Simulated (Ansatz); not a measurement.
The Ga1–H6 bond of GaGeH5 (SMILES [GaH2][GeH3]) is stretched (multiplicity 1, the rest rigid).
Geometry at rest (charge 0, multiplicity 1):
```
atom    x (Å)    y (Å)    z (Å)
----  -------  -------  -------
Ga    -1.2304  -0.0777  -0.2920
Ge     1.1573   0.0702   0.2737
H      1.9820  -1.1429  -0.1997
H      1.7871   1.3290  -0.3615
H      1.3593   0.1998   1.7986
H     -2.2172   1.0451   0.2026
H     -1.8013  -1.2698  -1.1461
```

Frozen-core correlation. Filled d and f shells under p-block atoms count as core.

The values were computed with Ansatz (a quantum-chemistry and plane-wave program). 

Energies above the point at 1.575 Å (the B3LYP-D3(BJ) bond length), FIC-MRCISD+Q on CASSCF(2,2)/cc-pVTZ (kcal/mol): 5.88 at 1.417 Å; 2.62 at 1.732 Å; 81.12 at 5.038 Å.

Question: Take the last value as the depth D of a Morse curve D(1 − e^(−a(R − R₀)))², fit a and R₀ to the two near points, and test it at 2.126 and 2.755 Å.

Answer: 
With D = 81.1, both near points (counted from the curve's value at 1.575 Å) are met by a = 1.39 Å⁻¹ and R₀ = 1.589 Å, so k = 2Da² = 315 kcal/(mol Å²). The curve then gives 22.5 and 52.3 kcal/mol; the level itself gives 23.0 and 56.1, so Morse is off by -0.5 and -3.8.
